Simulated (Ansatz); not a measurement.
Consider the redistribution: `[SiH3][SiH2][O][SnH3]` + `C[SiH](N)O` → `N[SiH](O)[SnH3]` + `CO[SiH2][SiH3]`.

Calculated with Ansatz (gas phase, PBE0-D4/def2-TZVP geometries, no zero-point term in ΔE). CBS: MP2 limit from def2 TZ/QZ plus the TZ coupled-cluster correction, frozen cores. Functionals use def2-TZVPP. Elements past krypton have def2 core potentials. For Sn outer-core shells are correlated without core-valence functions, which leaves a few kJ/mol of doubt a bond. Each species was taken in one conformer, which may not be the lowest.

```csv
level,ΔE (eV)
PBE-D4,1.07
r2SCAN-D4,1.24
PBE,1.06
r2SCAN,1.24
MP2/def2-TZVPP,1.35
SCS-MP2/def2-TZVPP,1.35
HF/def2-QZVPP,1.36
CCSD/CBS(def2),1.31
```

(1) What does CCSD(T)/CBS give? (An estimate is asked.)

Largest T1 diagnostic among the species: 0.014.

Answers

(1) Ansatz gave: +1.31 eV. The listed levels differ from it by -0.24, -0.07, -0.25, -0.07, 0.04, 0.04, 0.05, 0.00 eV.

From PBE to PBE0 (25 % exact exchange), in def2-TZVPP and without D4, ΔE moves by +0.05 eV.
